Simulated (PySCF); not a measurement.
# Electronic structure of Cl⁺ (chlorine, charge +1) at the UHF level

Configuration: [Ne] 3s1 3p5, high-spin 3P determinant (an excited configuration). Computed with PySCF 2.14 in ANO-RCC-VTZP, with scalar relativity by spin-free X2C-1e.

```json
{
  "Total energy": "-459.933532 hartree",
  "One-electron energy": "-627.9599 hartree",
  "Hartree (Coulomb) energy": "195.2873 hartree",
  "Exchange energy": "-27.2609 hartree",
  "⟨S²⟩": "2.0125",
  "⟨L²⟩": "2.015",
  "Sum of ⟨r⟩": "13.52 bohr",
  "Sum of ⟨r²⟩": "21.47 bohr²",
  "Traceless quadrupole moment −½Σ⟨3z² − r²⟩ along its main axis": "1.33 e·bohr²",
  "Langevin diamagnetic susceptibility": "-17.0 ×10⁻⁶ cm³/mol"
}
```

```csv
shell,electrons,mean orbital energy (eV),spread (eV),"rms radius, mean of both spins (bohr)"
1s α,1,-2879.5,0,0.105
1s β,1,-2878.4,0,0.105
2s α,1,-305.40,0,0.479
2s β,1,-303.71,0,0.479
2p α,3,-234.84,0.655,0.450
2p β,3,-233.55,0.572,0.450
3s α,1,-44.956,0,1.58
3p α,3,-27.336,2.010,1.86
3p β,2,-22.074,0,1.86
```

Densities and radii are taken from the X2C orbitals without a picture-change correction, which distorts them close to the nucleus.

Spin-orbit constants ζ (cm⁻¹) from the X2C one-electron operator on these orbitals: bare nucleus, nucleus screened by l(l+1)(2l+1)/3 electrons, and screened by the Breit-Pauli mean field of the electrons.

```json
{"shell": "2p", "bare": "10000", "screened nucleus": "8824", "mean field": "8290"}
{"shell": "3p", "bare": "832.0", "screened nucleus": "734.1", "mean field": "682.7"}
```

To first order the Landé constant is A = -341.4 cm⁻¹, so the lowest level has J = 2 and lies 0.0423 eV below the centre of the term. This holds in LS coupling only.
